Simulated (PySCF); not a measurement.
Electric field gradients and quadrupole coupling constants

C5H4F3NO.
Numbering: `[H]/[N:4]=[C:3](\[CH:2]=[CH2:1])[C:5](=[O:6])[C:7]([F:8])([F:9])[F:10]` (hydrogens: H11, H12 on C1; H13 on C2; H14 on N4)

Structure used (GFN2-xTB), in Å, numbered top down from 1:
```
atom  x, y, z in Å
C1    -2.639   -0.122    0.094
C2    -1.493    0.291   -0.435
C3    -0.179   -0.208   -0.018
N4     0.107   -1.210    0.700
C5     0.988    0.574   -0.544
O6     0.932    1.407   -1.401
C7     2.351    0.217    0.123
F8     2.759   -1.009   -0.211
F9     2.290    0.285    1.457
F10    3.302    1.070   -0.268
H11   -2.677   -0.857    0.883
H12   -3.586    0.268   -0.234
H13   -1.470    1.046   -1.207
H14   -0.684   -1.752    1.038
```

Field gradients from the PBE0/pcSseg-1 density (PySCF, non-relativistic), principal values in atomic units, ordered |Vxx| ≤ |Vyy| ≤ |Vzz|:

```csv
atom,Vxx,Vyy,Vzz
N4,0.2577,0.8242,-1.0819
O6,0.3712,1.6969,-2.0682
```

Question: Find the asymmetry η = (Vxx − Vyy)/Vzz and the couplings χ = eQV/h (234.96 MHz × Q in barn × V in au), with Q(14N) = 0.02044 b, Q(17O) = −0.0256 b.

Answer: 
```tsv
atom	environment	nucleus	η	χzz (MHz)	χxx (MHz)	χyy (MHz)
N4	imine nitrogen	14N	0.52	-5.20	1.24	3.96
O6	ketone oxygen	17O	0.64	12.44	-2.23	-10.21
```

The tensor is traceless: Vxx + Vyy + Vzz = 0.

Question: What is Vzz at O6 in SI units (1 au = 9.71736 × 10²¹ V/m²)?

Answer: -2.0682 au = -20.097 × 10²¹ V/m².

Question: What couplings would deuterons (Q(2H) = 0.00286 b) have in place of the hydrogens, at this geometry?

Answer: 
```json
{"atom": "H11", "bonded to": "C1", "bond length (Å)": "1.079", "Vzz (au)": "0.3299", "η": "0.05", "χzz (kHz)": "222"}
{"atom": "H12", "bonded to": "C1", "bond length (Å)": "1.076", "Vzz (au)": "0.3350", "η": "0.03", "χzz (kHz)": "225"}
{"atom": "H13", "bonded to": "C2", "bond length (Å)": "1.081", "Vzz (au)": "0.3169", "η": "0.06", "χzz (kHz)": "213"}
{"atom": "H14", "bonded to": "N4", "bond length (Å)": "1.017", "Vzz (au)": "0.3880", "η": "0.05", "χzz (kHz)": "261"}
```

Geometry: GFN2-xTB, one conformer, isolated molecule. GFN2-xTB bond lengths can be off by several hundredths of an ångström, more for odd bonds, and the gradients follow them. With so small a basis the couplings can be 20 % off.
